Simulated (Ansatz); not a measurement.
```yaml
crystal:
  periodic: [false, false, false]
  atoms:
    - {symbol: O, position_ang: [-2.170095, -0.421624, 0.707206]}
    - {symbol: C, position_ang: [-1.296451, 0.360326, 0.983568]}
    - {symbol: C, position_ang: [0.102739, 0.253077, 0.490266]}
    - {symbol: Si, position_ang: [0.624673, -1.554410, 0.283007]}
    - {symbol: Si, position_ang: [0.247925, 1.165198, -1.164396]}
    - {symbol: H, position_ang: [-1.513284, 1.236180, 1.631649]}
    - {symbol: H, position_ang: [0.783335, 0.778628, 1.170096]}
    - {symbol: Xx, position_ang: [0.050655, -2.136163, -0.954226]}
    - {symbol: H, position_ang: [0.199080, -2.343059, 1.465149]}
    - {symbol: H, position_ang: [2.107718, -1.580140, 0.176830]}
    - {symbol: H, position_ang: [-0.666373, 0.547752, -2.154109]}
    - {symbol: H, position_ang: [1.653321, 1.060487, -1.633720]}
    - {symbol: H, position_ang: [-0.102743, 2.599149, -0.986518]}
basis:
  gaussian: {orbitals: def2-TZVPD}
hamiltonian: {xc: {name: PBEsol}, dispersion: d3bjatm}
accuracy: high
scf: {lower_state_search: full}
output: {forces: true}
```

```sh
$ ansatz run in.yaml --threads 4 --pin off --events-out ev --progress --plain --max-ram 10444MiB
```

It prints (some lines left out):

```
Error: YAML parse error: error: line 11 column 16: `Xx` is not an element symbol (H … Og, case-exact)
 9 |     - {symbol: H, position_ang: [-1.513284, 1.236180, 1.631649]}
10 |     - {symbol: H, position_ang: [0.783335, 0.778628, 1.170096]}
11 |     - {symbol: Xx, position_ang: [0.050655, -2.136163, -0.954226]}
12 |     - {symbol: H, position_ang: [0.199080, -2.343059, 1.465149]}
13 |     - {symbol: H, position_ang: [2.107718, -1.580140, 0.176830]}
```

(1) What is wrong with this run?

Answers

(1) An element symbol is wrong. The program refused the input.
